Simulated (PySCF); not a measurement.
## GaI2, doublet: molecular constants

These are results of UPBE/[Ga def2-SVP, I def2-SVP with ECP28], scalar-relativistic core potentials, density fitting, no spin–orbit coupling, PySCF, not measurements.

The structure is a minimum.

```json
{
 "Point group": "C2v",
 "Bond lengths": "Ga–I 2.568 Å (×2)",
 "Bond angles": "I–Ga–I 123.6°",
 "Dipole moment": "1.01 D",
 "Heat capacity Cp at 298.15 K": "56.7 J/(mol K)",
 "Principal quadrupole moments (Buckingham, traceless) about the centre of mass": "-2.87, 0.89, 1.99 D Å",
 "Principal polarisabilities": "52.8, 72.2, 151.1 bohr³",
 "Zero-point energy": "2.9 kJ/mol",
 "Enthalpy at 298.15 K above 0 K": "14.94 kJ/mol",
 "Entropy at 298.15 K and 1 bar (electronic part: spin only)": "344.2 J/(mol K)",
 "Highest occupied level (α)": "-5.59 eV",
 "Atomisation energy without zero-point energy": "524 kJ/mol",
 "Rotational constants": "0.2112, 0.01297, 0.01222 cm⁻¹",
 "Spin squared ⟨S²⟩": "0.752",
 "Lowest empty level (β)": "-4.85 eV",
 "Rotational symmetry number": "2"
}
```

Harmonic modes (masses in u: Ga 68.926, I 126.904):
```json
{"symmetry": "a1", "ω (cm⁻¹)": "54", "IR (km/mol)": "0.2", "μ (u)": "103.90"}
{"symmetry": "a1", "ω (cm⁻¹)": "178", "IR (km/mol)": "5.4", "μ (u)": "88.12"}
{"symmetry": "b2", "ω (cm⁻¹)": "247", "IR (km/mol)": "50.5", "μ (u)": "78.18"}
```

In C2v the vibrations span 2a1 + b2. Here b1 is antisymmetric to the molecular plane and b2 lies in it.

Charges (e):
```
atom  Mulliken  Löwdin  polar tensor  spin (Mulliken)  Mayer order to Ga1
 Ga1      0.25   -0.13          0.77             0.52                   –
I2,3     -0.13    0.07         -0.38             0.24                1.10
```

Mulliken populations on Ga1: s 7.59, p 13.05, d 10.11.

This need not be the most stable arrangement of these atoms. Spin–orbit coupling, left out here, can matter for elements this heavy.

The final relaxation and frequency run took 64 s on 2 threads of a shared AMD EPYC 7R43 64-Core (Zen 3) host, with 84 basis functions and 11 gradients; the process peaked at 0.7 GiB.
